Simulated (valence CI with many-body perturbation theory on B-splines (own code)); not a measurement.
**Ne5+: calculation against measured levels**

Computed by relativistic CI+MBPT: three valence electrons over a frozen Dirac-Fock core [He], a basis of 11 s, 11 p, 10 d, 8 f, 5 g, 2 h functions for each j, with the one-electron correlation potential Σ1 (screened to all orders), the two-electron term Σ2, the three-electron term Σ3, Breit, model QED; selected single and double excitations, second order for the rest, scaled by the run's own slope (own B-spline code, finite nucleus).

Against 34 measured levels this calculation errs by 190 cm⁻¹ on average and by 461 at most. These come from a selection out of NIST levels in Podobedova, Fuhr, Reader and Wiese, J. Phys. Chem. Ref. Data 33, 525 (2004). Levels without a partner in it may be off by more. 3 measured levels below the end of the list, from 983000 cm⁻¹ on, found no clear computed partner, and computed levels of the same name lie up to 9625 cm⁻¹ from them.

Measured levels: NIST levels in Podobedova, Fuhr, Reader and Wiese, J. Phys. Chem. Ref. Data 33, 525 (2004). Pairs share parity and J, and are chosen by configuration, term and nearness in energy; levels without a clear partner are left out. Energies in cm⁻¹ above the measured ground level.

Letters in brackets count levels of one name in rising energy.

| Computed label | Label in the source | Measured | Computed | Difference |
| --- | --- | --- | --- | --- |
| 2s2 2p 2P°_1/2 | 2s2 2p 2P° | 0 | 0.0 | 0 |
| 2s2 2p 2P°_3/2 | 2s2 2p 2P° | 1310 | 1305.5 | -5 |
| 2s 2p2 2D_5/2 | 2s 2p2 2D | 178992 | 179097.4 | +105 |
| 2s 2p2 2D_3/2 | 2s 2p2 2D | 179021 | 179127.3 | +106 |
| 2s 2p2 2S_1/2 | 2s 2p2 2S | 230853 | 231114.9 | +262 |
| 2s 2p2 2P_1/2 | 2s 2p2 2P | 249292 | 249518.3 | +226 |
| 2s 2p2 2P_3/2 | 2s 2p2 2P | 250112 | 250331.1 | +219 |
| 2p3 2P°_1/2 | 2p3 2P° | 405984 | 406241.4 | +257 |
| 2p3 2P°_3/2 | 2p3 2P° | 406056 | 406288.7 | +233 |
| 2s2 3s 2S_1/2 | 2s2 3s 2S | 722610 | 722542.9 | -67 |
| 2s2 3p 2P°_1/2 | 2s2 3p 2P° | 771234.1 | 771152.2 | -82 |
| 2s2 3p 2P°_3/2 | 2s2 3p 2P° | 771556.7 | 771474.6 | -82 |
| 2s 2p 3s 2P°_1/2 [a] | 2s 2p(3P°) 3s 2P° | 855740 | 855459.2 | -281 |
| 2s 2p 3s 2P°_3/2 [a] | 2s 2p(3P°) 3s 2P° | 856560 | 856344.8 | -215 |
| 2s 2p 3p 2P_1/2 [a] | 2s 2p(3P°) 3p 2P | 876190 | 875871.5 | -318 |
| 2s 2p 3p 2P_3/2 [a] | 2s 2p(3P°) 3p 2P | 876660 | 876260.6 | -399 |
| 2s 2p 3p 2D_3/2 [a] | 2s 2p(3P°) 3p 2D | 900100 | 899826.8 | -273 |
| 2s 2p 3p 2D_5/2 [a] | 2s 2p(3P°) 3p 2D | 900900 | 900676.8 | -223 |
| 2s 2p 3p 2S_1/2 [a] | 2s 2p(3P°) 3p 2S | 914860 | 914587.0 | -273 |
| 2s 2p 3d 2D°_3/2 [a] | 2s 2p(3P°) 3d 2D° | 928020 | 927844.4 | -176 |
| 2s 2p 3d 2D°_5/2 [a] | 2s 2p(3P°) 3d 2D° | 928220 | 928002.0 | -218 |
| 2s 2p 3d 2F°_5/2 [a] | 2s 2p(3P°) 3d 2F° | 945900 | 945859.8 | -40 |
| 2s 2p 3d 2F°_7/2 [a] | 2s 2p(3P°) 3d 2F° | 946700 | 946670.1 | -30 |
| 2s 2p 3d 2P°_3/2 [a] | 2s 2p(3P°) 3d 2P° | 952200 | 952184.9 | -15 |
| 2s 2p 3d 2P°_1/2 [a] | 2s 2p(3P°) 3d 2P° | 952610 | 952638.0 | +28 |
| 2s 2p 3p 2D_3/2 [b] | 2s 2p(1P°) 3p 2D | 986000 | 986244.0 | +244 |
| 2s 2p 3p 2D_5/2 [b] | 2s 2p(1P°) 3p 2D | 986140 | 986333.9 | +194 |
| 2s 2p 3p 2P_1/2 [b] | 2s 2p(1P°) 3p 2P | 987650 | 988111.0 | +461 |
| 2s 2p 3p 2P_3/2 [b] | 2s 2p(1P°) 3p 2P | 987950 | 988336.0 | +386 |
| 2s 2p 3d 2D°_3/2 [b] | 2s 2p(1P°) 3d 2D° | 1030110 | 1030230.6 | +121 |
| 2s 2p 3d 2D°_5/2 [b] | 2s 2p(1P°) 3d 2D° | 1030230 | 1030345.5 | +115 |
| 2p2 3p 2F°_5/2 | 2p2(1D) 3p 2F° | 1095830 | 1095704.6 | -125 |
| 2p2 3p 2F°_7/2 | 2p2(1D) 3p 2F° | 1096170 | 1095929.2 | -241 |
| 2s 2p 4d 2F°_5/2 | 2s 2p(3P°) 4d 2F° | 1138160 | 1137962.9 | -197 |
| 2s 2p 4d 2F°_7/2 | 2s 2p(3P°) 4d 2F° | 1138960 | 1138710.5 | -249 |

Over 34 excited levels the mean absolute difference is 190 cm⁻¹, the median 217 and the largest 461. The comparison draws on a selection of the measured levels: 35 of the 203 computed ones have a partner in it, and others may be off by more.

These 3 measured levels below the end of the computed list are not counted above. Beside each stands the unpaired computed level of its name, or else the nearest of its J and parity; the gap is either an error of the method or a doubtful assignment.

```tsv
Label in the source	J	Measured	Unpaired level	Computed
2s2 4s 2S	1/2	983000	2s2 4s 2S_1/2	976045
2s 2p(1P°) 3p 2S	1/2	994000	2s 2p 3p 2S_1/2 [b]	1003625
2s2 5s 2S	1/2	1090000	2s2 5s 2S_1/2	1094592
```
